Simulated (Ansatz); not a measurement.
A series at Sc: from `[OH][Sc]([OH])[OH]`, ligands are replaced one by one, each step taking up HCl and setting free H₂O; n counts the steps. Ansatz, PBE0-D4/def2-TZVP geometries. Each molecule was computed in one conformer, which needn't be the lowest.

```tsv
n	molecule	zero-point energy, PBE0-D4/def2-TZVP (kJ/mol)
0	`[OH][Sc]([OH])[OH]`	?
1	`[OH][Sc]([OH])[Cl]`	68.9
2	`[OH][Sc]([Cl])[Cl]`	39.1
3	`[Cl][Sc]([Cl])[Cl]`	9.4
```

Problem. By hand: fit a straight line y = ȳ + b (n − n̄) to the 3 given rows and predict n = 0.

Solution. n̄ = 2.000, ȳ = 39.13; Σ(n − n̄)(y − ȳ) = -59.50, Σ(n − n̄)² = 2.000, so b = -29.75 kJ/mol a step. Prediction: 39.13 + (-29.75) × (-2.000) = 98.6 kJ/mol.

Problem. By hand: compare with the computed value, 98.0 kJ/mol, and give the steps along the whole series.

Solution. The line misses by -0.6 kJ/mol (computed minus predicted). Steps: -29.1, -29.8, -29.7 kJ/mol.

The steps differ by at most 0.7 kJ/mol, 2.4 % of a mean step, so the ligands' effects nearly add and a line is close. The miss is 0.7 % of the series' range.
